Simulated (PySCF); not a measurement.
Species: C5H3F3.
Atom-mapped SMILES: `[CH:1]#[C:2]/[C:3]([F:4])=[CH:5]/[CH:6]([F:7])[F:8]` (hydrogens: H9 on C1; H10 on C5; H11 on C6)

The same species was optimised twice, with GFN2-xTB and with PBE0-D3(BJ)/def2-SVP (PySCF), and the same property calculations (PySCF, gas phase) were run on both structures.

```csv
coordinate,GFN2-xTB,PBE0-D3(BJ)/def2-SVP,change
C1≡C2 (Å),1.201,1.212,+0.011
C2–C3 (Å),1.413,1.424,+0.011
C3–F4 (Å),1.346,1.335,-0.011
C5–C6 (Å),1.494,1.488,-0.006
C3=C5 (Å),1.332,1.338,+0.006
C6–F8 (Å),1.359,1.354,-0.005
C6–F7 (Å),1.359,1.354,-0.005
C1–C2–C3 (°),177.0,179.9,+2.9
F7–C6–F8 (°),105.6,107.1,+1.5
C5–C6–F8 (°),110.5,109.8,-0.7
C5–C6–F7 (°),110.5,109.8,-0.7
C2–C3–F4 (°),114.7,114.1,-0.6
C2–C3–C5 (°),124.7,125.2,+0.5
C3–C5–C6 (°),123.3,123.3,0.0
F4–C3–C5 (°),120.7,120.7,0.0
C3–C5–C6–F7 (°),-122,-123,-1
```

Rotational constants: A = 4553, B = 989.8, C = 949.0 MHz (GFN2-xTB) against A = 4510, B = 992.4, C = 951.2 MHz (PBE0-D3(BJ)/def2-SVP).

On the GFN2-xTB structure: lowest singlet, TDDFT (eV) 5.57 [PBE0/def2-SVPD]; lowest triplet, Tamm–Dancoff (eV) 3.40 [PBE0/def2-SVPD]; isotropic polarisability (au) 64.7 [PBE0/def2-SVPD]; HOMO (eV) -7.97 [PBE0/def2-SVPD]; LUMO (eV) -1.81 [PBE0/def2-SVPD]; dipole (D) 2.77 [PBE0/def2-SVPD].

What do these properties become on the PBE0-D3(BJ)/def2-SVP structure?

```
                                    property           level  on GFN2-xTB  on PBE0-D3(BJ)/def2-SVP  change
                  lowest singlet, TDDFT (eV)  PBE0/def2-SVPD         5.57                     5.51   -0.06
           lowest triplet, Tamm–Dancoff (eV)  PBE0/def2-SVPD         3.40                     3.35   -0.05
               isotropic polarisability (au)  PBE0/def2-SVPD         64.7                     65.1    +0.4
                                   HOMO (eV)  PBE0/def2-SVPD        -7.97                    -7.90   +0.07
                                   LUMO (eV)  PBE0/def2-SVPD        -1.81                    -1.79   +0.02
                                  dipole (D)  PBE0/def2-SVPD         2.77                     2.67   -0.10
energy, GFN2-xTB geometry as zero (kcal/mol)  PBE0/def2-SVPD          0.0                     -0.7    -0.7
```

The heavy atoms differ by 0.020 Å rms after alignment. Among bonds between heavy atoms C1≡C2, C2–C3 and C3–F4 change most and about equally (-0.011 to +0.011 Å). Changes are differences of the printed values. Neither structure is proved a minimum here.

Conformer computed: `[CH:1]#[C:2]/[C:3]([F:4])=[CH:5]/[CH:6]([F:7])[F:8]`: C3–C5–C6–F7 -123°.
